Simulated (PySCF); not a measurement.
Method: PySCF 2.14.0 with PBE-D3(BJ)/def2-TZVP // TPSSh-D3(BJ)/def2-TZVP. Isolated molecules, 0 K electronic values unless said otherwise. One relaxed conformer stands for a flexible species; it need not be the lowest. Delta-SCF ions had no search for a lower state. Excitations are Tamm–Dancoff values on a coarser integration grid. The basis has no diffuse functions, so Rydberg states are missing or too high.

Reference species (SMILES): `C=C/C=C\F` (C–C–C–C torsion 180°) (neutral, multiplicity 1).

| Item | Value |
|---|---|
| HOMO | -5.73 eV |
| vertical ionisation energy (Delta-SCF) | 8.79 eV |
| T1 excitation (TDA) | 3.15 eV |

Changed species: `C=C/C=C/F` (C–C–C–C torsion 180°).

Problem. Give the shifts of the HOMO, vertical ionisation energy (Delta-SCF) and T1 excitation (TDA).

Solution. the HOMO goes up by 0.02 eV, to -5.71 eV; the vertical ionisation energy (Delta-SCF) is nearly the same; the T1 excitation (TDA) rises by 0.05 eV, to 3.20 eV.
